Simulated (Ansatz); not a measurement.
Ansatz results at the PBE0-D4/def2-TZVP geometry: HOMO–LUMO gap (ωB97M-V/def2-TZVPP) 9.51 eV; LUMO energy (PBE/def2-TZVPP) -1.72 eV; size of the dipole moment (B3LYP/def2-TZVPP) 1.89 D.

Each molecule was computed in one conformer, which needn't be the lowest.

(1) Which molecule gave them?
A. `[AlH2][CH2][GeH3]`
B. `[Cl][Al]1[CH2][O]1`
C. `C#CN[AsH][SiH3]`
D. `CNBO`

Results:

(1) C. The others give `[Cl][Al]1[CH2][O]1`: 9.29, -2.40, 1.95; `CNBO`: 11.99, 0.41, 0.59; `[AlH2][CH2][GeH3]`: 10.28, -2.22, 0.97.

B3LYP here is the variant with VWN-RPA as its local correlation; programs differ in this.
